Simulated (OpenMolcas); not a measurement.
## Ni2+: effect of the metal basis

Ni2+ with 6 ligands (oxide) in octahedral coordination (Oh) at 2.17 Å. A charge of +1.67 e stands 3.2 Å behind each ligand.

```
Program             : OpenMolcas 26.06
Method              : CASSCF
Spin-orbit coupling : state interaction with AMFI integrals over the reference wave functions
```

Fixed: ligand basis ANO-RCC-VDZP, active space 8 electrons in 5 orbitals (3d), DKH2 Hamiltonian.

States (labels of O, the rotations of Oh). Energies in cm-1 above the lowest state or level, χT in cm3 K/mol; 10Dq and B are least-squares fits to the states below 45000 cm-1, weighted by degeneracy, with a free offset, and given where the rms deviation is under 5 % of |10Dq| (or 100 cm-1) and under 700 cm-1.

```
Run   Metal basis  Ground state  First state of that spin  10Dq  B (rms of fit)  First gap with spin-orbit (degeneracies)  χT at 300 K  First state of another spin                     Cost
  A  ANO-RCC-VDZP           3A2                  3T2 3716  3677       1275 (34)                               3433 (3, 2)        1.805                     1E 17830  roughly 12 core-seconds
  B  ANO-RCC-VTZP           3A2                  3T2 3743  3770       1289 (34)                               3465 (3, 2)        1.796                     1E 17950  roughly 40 core-seconds
```

Against A, |10Dq| changes by +2.5 % in B.

Costs are those of the RASSCF and RASSI steps.

Without dynamic correlation the repulsion within the d shell is too large (B by tens of per cent), so at a given field states of lower spin stand too high. The oxide ions are held by bare point charges, a crude embedding. Ligand-to-metal charge-transfer states are missing. With oxide or sulfide held by bare charges the field of late divalent 3d ions can come out several times too small, and g and χT far too large. With no ligand orbital active B as a rule stays too high, so bands that hang on it stand too high and its fall with covalency is understated. With metal d orbitals alone and no dynamic correlation the field as a rule comes out too small, by tens of per cent, by up to half for chloride and softer ligands, and the orbital part of g and χT, which goes as 1/10Dq, too large. The distance lies 5 % over the 2.07 Å that this model takes as the normal distance (a Shannon-type radius plus a fixed donor radius); by an R⁻⁵ law this alone changes a d-shell field by about -21 %. No measured value stands beside these numbers; the geometry was imposed, not optimised, and the real ion may take another.
